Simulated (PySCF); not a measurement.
Level of theory: PBE-D3(BJ)/def2-TZVP // CAM-B3LYP-D3(BJ)/def2-TZVP (PySCF 2.14.0). Isolated molecules, 0 K electronic values unless said otherwise. One relaxed conformer stands for a flexible species; it need not be the lowest. Excitations are Tamm–Dancoff values on a coarser integration grid. The basis has no diffuse functions, so Rydberg states are missing or too high.

Reference species (SMILES): `[SiH3]/C=C\C=C/Cl` (C–C–C–C torsion 180°) (neutral, multiplicity 1).

| Item | Result |
|---|---|
| S1 excitation (TDA) | 4.93 eV |
| S1 oscillator strength | 0.585 |
| LUMO | -2.48 eV |

After one change: the S1 excitation (TDA) drops by 0.20 eV; the S1 oscillator strength decreases by 0.493; the LUMO goes up by 0.47 eV.

Task: Which change was made? The new species is one of these.
A) `C=C/C=C(/[SiH3])Cl` (C–C–C–C torsion 180°)
B) `C=C([SiH3])/C=C\Cl` (Si–C–C–C torsion 129°)
C) `C=C/C(Cl)=C\[SiH3]` (C–C–C–Cl torsion 0°)
D) `C=C([SiH3])/C=C/Cl` (Si–C–C–C torsion 0°)

Result: B, `C=C([SiH3])/C=C\Cl` (Si–C–C–C torsion 129°)
